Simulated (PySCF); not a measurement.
## Radial density of As²⁺ (arsenic, charge +2)

PBE, [Ar] 3d10 4s2 4p1, 2P determinant. Computed with PySCF 2.14 in x2c-TZVPall, with scalar relativity by spin-free X2C-1e.

```json
{"r (bohr)": "0.000678", "4πr²ρ (e/bohr)": "0.2389", "4πr²(ρα − ρβ)": "0.0000"}
{"r (bohr)": "0.00114", "4πr²ρ (e/bohr)": "0.5915", "4πr²(ρα − ρβ)": "0.0000"}
{"r (bohr)": "0.00192", "4πr²ρ (e/bohr)": "1.458", "4πr²(ρα − ρβ)": "0.0000"}
{"r (bohr)": "0.00323", "4πr²ρ (e/bohr)": "3.496", "4πr²(ρα − ρβ)": "-0.0001"}
{"r (bohr)": "0.00543", "4πr²ρ (e/bohr)": "7.920", "4πr²(ρα − ρβ)": "-0.0001"}
{"r (bohr)": "0.00913", "4πr²ρ (e/bohr)": "16.38", "4πr²(ρα − ρβ)": "-0.0001"}
{"r (bohr)": "0.0154", "4πr²ρ (e/bohr)": "29.03", "4πr²(ρα − ρβ)": "0.0002"}
{"r (bohr)": "0.0258", "4πr²ρ (e/bohr)": "39.74", "4πr²(ρα − ρβ)": "0.0023"}
{"r (bohr)": "0.0435", "4πr²ρ (e/bohr)": "37.92", "4πr²(ρα − ρβ)": "0.0113"}
{"r (bohr)": "0.0731", "4πr²ρ (e/bohr)": "33.15", "4πr²(ρα − ρβ)": "0.0317"}
{"r (bohr)": "0.123", "4πr²ρ (e/bohr)": "45.92", "4πr²(ρα − ρβ)": "0.0363"}
{"r (bohr)": "0.207", "4πr²ρ (e/bohr)": "37.08", "4πr²(ρα − ρβ)": "-0.0068"}
{"r (bohr)": "0.348", "4πr²ρ (e/bohr)": "25.22", "4πr²(ρα − ρβ)": "0.0579"}
{"r (bohr)": "0.585", "4πr²ρ (e/bohr)": "28.66", "4πr²(ρα − ρβ)": "0.0425"}
{"r (bohr)": "0.984", "4πr²ρ (e/bohr)": "9.011", "4πr²(ρα − ρβ)": "0.0851"}
{"r (bohr)": "1.66", "4πr²ρ (e/bohr)": "2.567", "4πr²(ρα − ρβ)": "0.5460"}
{"r (bohr)": "2.78", "4πr²ρ (e/bohr)": "0.6159", "4πr²(ρα − ρβ)": "0.2927"}
{"r (bohr)": "4.68", "4πr²ρ (e/bohr)": "0.02203", "4πr²(ρα − ρβ)": "0.0152"}
{"r (bohr)": "7.88", "4πr²ρ (e/bohr)": "8.631e-05", "4πr²(ρα − ρβ)": "0.0001"}
```

Densities and radii are taken from the X2C orbitals without a picture-change correction, which distorts them close to the nucleus.

Question: Where is the radial spin density 4πr²(ρα − ρβ) most negative, and why is it negative at all?

Answer: Around r = 0.207 bohr, down to -0.0068 e/bohr: exchange with the open shell polarises the paired shells in an unrestricted calculation.
